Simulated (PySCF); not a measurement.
This script is equivalent to a calculation on Pd (palladium, neutral).

```python
from pyscf import gto, scf, dft, mp, cc
import basis_set_exchange as bse
mol = gto.M(atom="Pd 0 0 0", charge=0, spin=0, symmetry="D2h",
            basis=gto.basis.parse(bse.get_basis("x2c-TZVPPall", elements=["Pd"], fmt="nwchem", augment_diffuse=1)),
            nucmod="G")
mf = dft.UKS(mol, xc="PBE").sfx2c1e()
mf.irrep_nelec = {'Ag': (8, 8), 'B1g': (2, 2), 'B2g': (2, 2), 'B3g': (2, 2), 'B1u': (3, 3), 'B2u': (3, 3), 'B3u': (3, 3)}
mf.kernel()
```

Problem. What total energy does it give?

Solution. -5044.88 hartree (calculated).

Problem. Which occupied shell lies highest, and where?

Solution. 4d, at -4.048 eV.
